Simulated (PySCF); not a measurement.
A calculated (PBE, PySCF 2.14, x2c-TZVPPall with one added diffuse shell each of s, p, d, f type, scalar relativity by spin-free X2C-1e) atom or ion has these occupied shells.

```csv
shell,electrons,orbital energy (eV),"rms radius, mean of both spins (bohr)"
1s α,1,-18782.2,0.0415
1s β,1,-18782.2,0.0415
2s α,1,-2627.9,0.171
2s β,1,-2627.6,0.171
2p α,3,-2347.3,0.152
2p β,3,-2347.1,0.152
3s α,1,-438.02,0.474
3s β,1,-437.84,0.474
3p α,3,-346.22,0.481
3p β,3,-346.02,0.481
3d α,5,-195.88,0.475
3d β,5,-195.58,0.475
4s α,1,-58.612,1.24
4s β,1,-56.708,1.24
4p α,3,-34.933,1.40
4p β,3,-32.739,1.40
5s α,1,-4.459,3.87
4d α,4,-3.733,2.45
```

Problem. Name the element and its charge.

Solution. Nb (niobium, neutral), in [Kr] 4d4 5s1, high-spin 6D determinant.
